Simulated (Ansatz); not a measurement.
The cation of C₇H₁₂O₂ (`CCC(=O)/C=C(\O)CC`) at the neutral geometry.

```yaml
crystal:
  periodic: [false, false, false]
  atoms:
    - {symbol: C, position_ang: [2.720472, -2.323156, 1.012806]}
    - {symbol: C, position_ang: [2.155005, -1.302058, 0.049144]}
    - {symbol: C, position_ang: [0.882514, -0.649707, 0.522365]}
    - {symbol: O, position_ang: [0.393870, -0.960409, 1.620370]}
    - {symbol: C, position_ang: [0.263409, 0.328395, -0.323700]}
    - {symbol: C, position_ang: [-0.889896, 0.943031, 0.073868]}
    - {symbol: O, position_ang: [-1.457220, 0.658734, 1.223590]}
    - {symbol: C, position_ang: [-1.609841, 1.964820, -0.736875]}
    - {symbol: C, position_ang: [-3.022453, 1.521683, -1.103023]}
    - {symbol: H, position_ang: [3.640260, -2.756994, 0.616180]}
    - {symbol: H, position_ang: [2.942094, -1.868530, 1.979339]}
    - {symbol: H, position_ang: [2.007902, -3.129547, 1.191826]}
    - {symbol: H, position_ang: [2.877679, -0.501725, -0.150434]}
    - {symbol: H, position_ang: [1.949173, -1.750643, -0.930048]}
    - {symbol: H, position_ang: [0.706729, 0.582999, -1.276185]}
    - {symbol: H, position_ang: [-0.859946, -0.044668, 1.644042]}
    - {symbol: H, position_ang: [-1.658043, 2.884000, -0.142588]}
    - {symbol: H, position_ang: [-1.026494, 2.183533, -1.633059]}
    - {symbol: H, position_ang: [-3.001188, 0.620171, -1.719381]}
    - {symbol: H, position_ang: [-3.604115, 1.305859, -0.206270]}
    - {symbol: H, position_ang: [-3.534309, 2.304810, -1.664966]}
basis:
  gaussian: {orbitals: def2-TZVPP}
total_charge: 1
magnetization: {spin_polarized: true, initial_magnetization: 1}
correlation: {method: mp2}
scf: {omitted_lower_state_checks: [cluster_reference]}
```

```sh
$ ansatz run in.yaml --threads 4 --pin off --events-out ev --progress --plain --max-ram 66560MiB --backend cuda --devices 0, --max-vram 37GiB
```

Output, abridged:

```
Functional definition: HF
2677 factors; integrals over basis functions are off by at most 8.4e-4 eV
mean field evaluation 1: about -11465.0068 eV, gradient 4.4e1 eV
mean field evaluation 2: about -11465.0141 eV, gradient 4.4e1 eV
mean field evaluation 4: about -11474.0331 eV, gradient 6.6e0 eV
mean field evaluation 8: about -11474.4077 eV, gradient 6.2e-1 eV
mean field evaluation 16: about -11474.4639 eV, gradient 4.0e-4 eV
mean field -11474.46385758 eV, -421.6787690951 hartree, gradient 2.9e-6 eV, S^2 0.900215; 0 other end points of the search recorded, 0 dependent functions left out
9 core orbitals not correlated: weight in the atoms' cores, before any rotation towards them, 1.000 or more for the frozen orbitals, at most 0.000 for the correlated occupied ones
reference -11474.46385758 eV, -421.6787690951 hartree; 26, 25 occupied and 412, 413 virtual orbitals, 2677 factors
second order -42.99346809 eV of doubles, -0.00000000 eV of singles
Total energy: -11517.45732567 eV, -423.2587499053 hartree
Checks for a lower state left out: cluster_reference
```

Hardware: 4 threads of an AMD EPYC 7R13 on a shared host and a share of an NVIDIA H100 80 GB. Wall time 7 s, peak host memory 1 GiB.
